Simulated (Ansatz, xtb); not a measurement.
Relaxing a trial structure of FGaH4Sn

The starting geometry of this gas-phase singlet was built from a drawn formula by distance geometry; its bonds are those of `[F][SnH2][GaH2]`.

```xyz
7

F    -0.2593   -1.0194    0.5922
Ga   -0.2281    1.3593   -2.3822
Sn   -1.4968   -0.2386   -0.6019
H    -2.4745   -1.5183   -1.1951
H    -2.4924    0.8541    0.3249
H    -0.3896    0.3530   -3.6934
H     1.3499    1.7823   -1.9866
```

Q: Predict what becomes of its bonds when it is optimised with r2SCAN-D4/def2-SVP.

A: It keeps its bonds, and is `[F][SnH2][GaH2]`.

The energy falls by 1.09 eV over 19 steps:

```
step  E − E(last) (eV)
   1             1.089
   3             0.064
   5             0.016
   7             0.008
   9             0.006
  11             0.005
  13             0.002
  15             0.001
  17             0.000
  19             0.000
```

Final geometry (Å):

| atom | x (Å) | y (Å) | z (Å) |
| --- | --- | --- | --- |
| F | -0.3442 | -0.5983 | 0.9155 |
| Ga | -0.0197 | 0.9122 | -2.4238 |
| Sn | -1.5219 | -0.2210 | -0.6025 |
| H | -2.1797 | -1.7639 | -0.9895 |
| H | -2.7652 | 0.7489 | 0.0883 |
| H | -0.6570 | 1.3364 | -3.7916 |
| H | 1.4968 | 1.1581 | -2.1384 |

From the same start GFN2-xTB ends elsewhere, differing in F1–Ga2 (1.74 against 3.68 Å here), F1–Sn3 (3.58 against 1.96 Å here).

No frequencies were run, so the end isn't proven a minimum. Atoms past krypton carry core potentials, without spin–orbit terms. Run with Ansatz 0.2.0, 50 s on 2 threads of Intel(R) Xeon(R) Platinum 8259CL CPU @ 2.50GHz (Skylake/Cascade Lake) (shared host).
